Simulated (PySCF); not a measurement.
Bromine: a sound run and one with changed settings

Sound run: Br [Ar] 3d10 4s2 4p5, Br+ [Ar] 3d10 4s2 4p4. All numbers are calculated (PySCF 2.14, no relativity, point nucleus, in def2-SVP). In the sound run the correlated levels freeze [Ar] 3d10. The sound run starts from symmetry-adapted Hartree-Fock orbitals and uses a fine grid where one is needed.

A second run was set up differently.

| species | method | sound run (hartree) | changed run (hartree) | converged |
| --- | --- | --- | --- | --- |
| Br | MP2 | -2572.17971 | -2572.14702 | yes |
| Br | CCSD(T) | -2572.19582 | -2572.15697 | yes |
| Br+ | MP2 | -2571.76251 | -2571.72281 | yes |
| Br+ | CCSD(T) | -2571.78005 | -2571.73136 | yes |

Ionisation energy of Br:

```
 method  sound run (eV)  changed run (eV)
    UHF          10.804            10.804
    MP2          11.353            11.543
SCS-MP2          11.334            11.589
   CCSD          11.309            11.575
CCSD(T)          11.314            11.581
```

(1) What was changed?
A. level shift left on
B. a valence shell is frozen
C. basis contracted for another Hamiltonian
D. all electrons correlated in a valence basis

Results:

(1) B. Freezing a valence shell removes pair correlation that changes on ionisation.
